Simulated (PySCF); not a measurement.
oxetan-3-ylmethanol (C4H8O2), SMILES OCC1COC1.

Geometry optimised at PBE-D3(BJ)/def2-SVP. One conformer was computed; it need not be the lowest.

Vertical ionisation energy (IE) and electron affinity (EA) in eV. Rows of orbital energies are one-electron estimates. Where ΔSCF, EOM or ADC give a negative EA the extra electron is unbound and the value depends on the basis.

```
level                                        IE    EA
-----------------------------------------  ----  ----
−ε(HOMO), −ε(LUMO), HF/def2-TZVP (PySCF)      ?     ?
−ε(HOMO), −ε(LUMO), PBE/def2-TZVP (PySCF)  5.69  0.12
```

Task: What belongs in the gaps? (Estimate from the structure and the level; the computed values follow.)

Result: 
- −ε(HOMO), −ε(LUMO), HF/def2-TZVP (PySCF), IE: 11.22
- −ε(HOMO), −ε(LUMO), HF/def2-TZVP (PySCF), EA: -3.39
